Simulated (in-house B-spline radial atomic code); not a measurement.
**Excitations of Ge III (Ge2+) by several methods**

Full response, energies in eV; labels give the largest channel, * marks a mixed state, a dash one above the method's threshold, and an imaginary frequency an unstable closed-shell reference. Computed with a B-spline radial code for spherical atoms: linear response of the closed shell [Ar] 3d10 4s2 with each method's own kernel (bare exchange for TDHF, static screening on G0W0 levels for BSE, the adiabatic kernel for functionals); non-relativistic, point nucleus, no spin-orbit coupling, no double excitations, S, P, D and F terms only; shells from n = 2 respond. Only terms of natural parity with L up to 3 were computed.

Without relativity these are model numbers for so heavy an element.

```tsv
method	4s → 4p 3P	4s → 4p 1P	4s → 5s 3S	α (bohr³)
TDHF	5.479	10.279	17.907	12.73
BSE on G0W0@HF	7.014	11.078	19.324	11.14
LDA VWN5	7.913	11.359	19.384	10.44
PBE	7.535	11.172	18.801	10.82
PBE0	7.141	10.913	18.781	11.31
B3LYP (VWN-RPA)	7.479	11.160	18.952	10.83
CAM-B3LYP	?	?	?	?
LC-wPBE	6.865	10.765	18.946	11.48
wB97X	8.116	11.066	19.126	10.94
HSE06	7.258	10.984	18.953	11.16
BHandHLYP	7.021	10.885	18.769	11.37
BLYP	7.713	11.353	18.887	10.48
PBEsol	7.460	11.151	18.937	10.85
BP86	7.501	11.200	19.221	10.76
LDA exchange-only	7.164	11.273	18.310	10.61
B97-1	7.736	10.996	18.812	11.16
RPBE	?	?	?	?
OLYP	6.863	10.895	18.184	11.39
```

(1) What does RPBE give?

(2) What does CAM-B3LYP give?

Results:

(1) 4s → 4p 3P: 7.288; 4s → 4p 1P: 11.021; 4s → 5s 3S: 18.529; α: 11.12 (eV, bohr³).

(2) 4s → 4p 3P: 7.370; 4s → 4p 1P: 11.088; 4s → 5s 3S: 18.921; α: 10.93 (eV, bohr³).
